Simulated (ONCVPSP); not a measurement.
# What one change does to a pseudopotential (zirconium, ONCV)

ONCVPSP 4.0.1 input, shortened (lines: element, Z, core and valence counts, functional; n l f; lmax; l rc ep ncon nbas qcut; lloc lpopt rc5 dvloc0; l nproj debl; icmod fcfact rcfact), PBE, fully relativistic:

```
  Zr 40.00    6    3        4      upf
    1    0    2.00
    2    0    2.00
    2    1    6.00
    3    0    2.00
    3    1    6.00
    3    2   10.00
    4    0    2.00
    4    1    6.00
    4    2    2.00
    2
    0    1.25    0.00    4    7    5.50
    1    2.25    0.00    4    8    6.50
    2    2.55    0.00    3    8    5.40
    4    5    0.90    0.00
    0    2    0.40
    1    2    0.60
    2    3    3.60
    0    0.00    0.00
```

Open shells are filled in proportion to 2j + 1.

In the s channel the program set the typed energies aside and used -2.534, 0.250 Ha. In the p channel the program set the typed energies aside and used -1.703, 0.250 Ha (j = l + 1/2; the other j can differ).

Change: d: qcut 4.

Cutoffs: the cutoffs (Ha) at which the residual kinetic energy of the hardest occupied pseudo-wave falls to 1 and 0.1 mHa per electron; they do not see the model core or the augmentation charge, which bear on the density cutoff. Errors are all-electron minus pseudo energies relative to the spin-unpolarised reference configuration.

Q: What does the change do?

A: The potential gets neither clearly harder nor softer (63 Ha and 79 Ha → 63 Ha and 79 Ha); of the 4 tests that both files solve, the error grows in 4 and shrinks in 0 by more than 15 % and 0.3 meV (median size 17.7 → 50.9 meV); the range in which the d5/2 phases agree narrows (upper end at the end of the scan → 0.4); the range in which the d3/2 phases agree narrows (upper end at the end of the scan → 0.4); neither file shows a bound ghost.

```csv
quantity,base,changed
"cutoff, loose",63 Ha,63 Ha
"cutoff, tight",79 Ha,79 Ha
loose cutoff by channel,"s 63 Ha, p 11 Ha, d 11 Ha","s 63 Ha, p 11 Ha, d 9.8 Ha"
bound ghosts,none,none
GHOST(+) flags under 300 eV,"s at 10.8 eV, d5/2 at 261.8 eV, d3/2 at 265.9 eV","s at 10.8 eV, d5/2 at 262.7 eV, d3/2 at 264.3 eV"
"error for 4s2 4p6 4d2 5s2, meV [ΔE -20.08 eV]",-0.5,-5.0
"error for 4s2 4p6 4d2 5s1, meV [ΔE -12.94 eV]",-0.4,-2.9
"error for 4s2 4p6 4d1, meV [ΔE 22.62 eV]",+35,+97
"error for 4s2 4p6 4d0, meV [ΔE 56.84 eV]",+217,+563
s: phases at 1.27 bohr within 0.05 rad from the reference energy up to (Ha; the scan ends near 5),to the end of the scan,to the end of the scan
p3/2: phases at 2.28 bohr within 0.05 rad from the reference energy up to (Ha; the scan ends near 5),3.9,3.9
p1/2: phases at 2.28 bohr within 0.05 rad from the reference energy up to (Ha; the scan ends near 5),3.9,3.9
d5/2: phases at 2.58 bohr within 0.05 rad from the reference energy up to (Ha; the scan ends near 5),to the end of the scan,0.4
d3/2: phases at 2.58 bohr within 0.05 rad from the reference energy up to (Ha; the scan ends near 5),to the end of the scan,0.4
```
